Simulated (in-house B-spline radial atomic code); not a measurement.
Checks on a self-consistent run for Cr III (Cr2+), [Ar] (3d3/2)1 (3d5/2)3. Level of theory: Dirac-Hartree-Fock, average of the jj configuration, Fermi nucleus of rms radius 3.6452 fm; calculated with a radial B-spline atomic code at the basis-set limit.

```json
{"orbital": "1s1/2", "q": "2", "ε (Eh)": "-222.98996", "<1/r>": "23.8883", "<r²>": "0.00542421", "small-component weight": "0.0074263"}
{"orbital": "2s1/2", "q": "2", "ε (Eh)": "-27.44607", "<1/r>": "5.10146", "<r²>": "0.100045", "small-component weight": "0.0013475"}
{"orbital": "2p1/2", "q": "2", "ε (Eh)": "-23.28659", "<1/r>": "5.01458", "<r²>": "0.0812342", "small-component weight": "0.0013137"}
{"orbital": "2p3/2", "q": "4", "ε (Eh)": "-22.97687", "<1/r>": "4.93822", "<r²>": "0.0830051", "small-component weight": "0.0012972"}
{"orbital": "3s1/2", "q": "2", "ε (Eh)": "-4.19447", "<1/r>": "1.55987", "<r²>": "0.928706", "small-component weight": "0.00027408"}
{"orbital": "3p1/2", "q": "2", "ε (Eh)": "-2.89426", "<1/r>": "1.42972", "<r²>": "1.06786", "small-component weight": "0.000238"}
{"orbital": "3p3/2", "q": "4", "ε (Eh)": "-2.90916", "<1/r>": "1.41596", "<r²>": "1.08553", "small-component weight": "0.00023563"}
{"orbital": "3d3/2", "q": "1", "ε (Eh)": "-1.12547", "<1/r>": "1.08844", "<r²>": "1.84127", "small-component weight": "0.00014941"}
{"orbital": "3d5/2", "q": "3", "ε (Eh)": "-1.13208", "<1/r>": "1.0869", "<r²>": "1.84092", "small-component weight": "0.00014914"}
```

Electron-electron repulsion V_ee = 379.2024 hartree.

(1) What total energy follows from the eigenvalues?

(2) Does the Dirac virial theorem hold?

(3) What diamagnetic shielding (Lamb formula) and susceptibility (Langevin formula) do the radii give?

## Answers

(1) The eigenvalues count the repulsion twice, so E = Σqε - V_ee = -669.689 - 379.202 = -1048.891 hartree; the run printed -1048.891.

(2) For a point nucleus E = -2c²Σq·w, with w the small-component weight. Here Σq·w = 0.027927 and c = 137.0360, so the ratio E/(-2c²Σq·w) is 1.000005; the finite nucleus accounts for the departure from 1.

(3) σ = (α²/3)Σq<1/r> = 103.754/(3·137.036²) = 1841.7 ppm, and χ = -0.79199×10⁻⁶·Σq<r²> = -12.99×10⁻⁶ cm³/mol with Σq<r²> = 16.405 bohr². Both are non-relativistic formulas without the paramagnetism of open shells.
